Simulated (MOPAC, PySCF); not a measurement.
C9H7BFN, SMILES `Bc1ccc(F)c2cccnc12`, neutral singlet in the gas phase. 

Cartesian coordinates (Å):
SMILES: Bc1ccc(F)c2cccnc12
```xyz
19

B     -2.0096    -2.0051    -0.7021
C     -1.3643    -0.6689    -0.2832
C     -2.1866     0.4318    -0.0293
C     -1.6909     1.6934     0.3609
C     -0.3319     1.8490     0.4984
F      0.1680     3.0339     0.8678
C      0.5831     0.7903     0.2622
C      1.9847     0.9476     0.4030
C      2.7976    -0.1345     0.1540
C      2.1923    -1.3576    -0.2329
N      0.8963    -1.5291    -0.3705
C      0.0604    -0.4859    -0.1337
H     -1.3650    -2.9911    -0.9310
H     -3.2143    -2.0425    -0.7974
H     -3.2671     0.3107    -0.1375
H     -2.3523     2.5392     0.5543
H      2.3898     1.9150     0.7041
H      3.8831    -0.0661     0.2482
H      2.8267    -2.2300    -0.4352
```
Charge 0, spin multiplicity 1.

All levels are single points at this geometry (B3LYP-D3(BJ)/def2-SVP); Pople sets use spherical d functions. Orbital energies aren't observables, and empty levels follow the basis.

| level | HOMO (eV) | LUMO (eV) | gap (eV) | dipole (D) | vertical IE, Delta-SCF (eV) |
|---|---|---|---|---|---|
| B3LYP-D3(BJ)/def2-TZVP in PySCF | -6.93 | -2.51 | 4.42 | 2.49 | 8.71 |
| PBE-D3(BJ)/def2-TZVP in PySCF | -6.00 | -3.16 | 2.84 | 2.75 | – |
| B3LYP/6-311+G** in PySCF | -6.98 | -2.57 | 4.42 | 2.35 | – |
| BP86/6-31G* in PySCF | -5.80 | -2.91 | 2.89 | 2.93 | – |
| M06-2X/6-31G* in PySCF | -7.89 | -1.27 | 6.62 | 2.33 | – |
| SVWN5/6-31G* in PySCF | -5.78 | -3.05 | 2.72 | 2.98 | – |
| HF/3-21G in PySCF | -8.83 | 1.25 | 10.08 | 2.14 | – |
| HF/STO-3G in PySCF | -6.67 | 4.26 | 10.93 | 2.13 | – |
| PM7 in MOPAC | -9.55 | -1.43 | 8.12 | 1.41 | – |
